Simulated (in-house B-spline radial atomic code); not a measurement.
Results of a calculation; reference values are marked as such.
Ghost states of the separable form: Mn

Mn, [Ar] 3d5 4s2, non-relativistic LDA (VWN5), spherical and spin-unpolarised, from a B-spline radial code for spherical atoms (atomic units; all potentials screened as in the neutral atom).

Troullier-Martins channels: 4s (ε = -0.1911, r_c = 2.61 bohr), 3d (ε = -0.2665, r_c = 2.17 bohr). In the Kleinman-Bylander form one channel serves as the local potential, and each other channel l becomes |δV u><u δV|/<u|δV|u>, with δV = V_l − V_local and u the pseudo-orbital. Its strength is E_KB = <u|δV²|u>/<u|δV|u>. By the analysis of Gonze, Stumpf and Scheffler a spurious state lies below the reference level ε if E_KB > 0 and ε is above the second level of the local potential alone, or if E_KB < 0 and ε is above its first. The table's levels are those of angular momentum l in a sphere of 9 bohr, whose wall can lift a shallow ε a little above its free-atom value.

```
local  channel  <u δV u>  <u δV² u>        ε  first local level  second local level
    s        d   -4.5631     35.856  -0.2665             0.0911              0.3320
    d        s   0.17652     1.0839  -0.1906            -6.8152             -0.6557
```

(1) Apply the rule to each row.

Diagonalising the separable Hamiltonian gives:

| local | channel | three lowest levels | all-electron, two lowest valence levels |
| --- | --- | --- | --- |
| s | d | -0.2665, 0.1086, 0.3822 | -0.2665, 0.1061 |
| d | s | -3.1518, -0.1906, 0.0929 | -0.1906, 0.0932 |

(2) Which choices of local channel are safe?

Results:

(1) Local s, channel d: E_KB = -7.86, so ε = -0.2665 is set against 0.0911: no ghost. Local d, channel s: E_KB = +6.14, so ε = -0.1906 is set against -0.6557: a ghost.

(2) Free of ghosts: s. With d local the s channel has a ghost 2.96 hartree below ε, since the local potential binds more than one state below ε, and a repulsive term of rank one raises each level at most to the next, so it clears only one of them. Among the safe choices the second level, which tests transfer, is off by at most 2.4 millihartree (s local).
